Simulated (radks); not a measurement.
Initial-state core-level shifts of the aluminium ion Al+ when its valence configuration changes from [Ne] 3s2. Method: non-relativistic Kohn-Sham, LDA (Slater exchange, Perdew-Wang correlation), spin-polarised, spherical densities, point nucleus; open shells are filled with parallel spins first; computed with a radial shooting solver on a logarithmic mesh with Libxc functionals. Shifts are changes of the shell-averaged eigenvalues in eV (positive: less bound); the change of the density at the nucleus, which sets a Mossbauer isomer shift, is in e/bohr^3, on a base of 1394.

valence          1s      2s      2p  density at nucleus
3s1 3p1      -1.376  -1.392  -1.369             -3.2299
3s1.5 3p0.5  -0.786  -0.781  -0.771             -1.5927
3s0.5 3p1.5  -2.184  -2.189  -2.156             -4.9687
3p2          -2.973  -2.969  -2.927             -6.7483
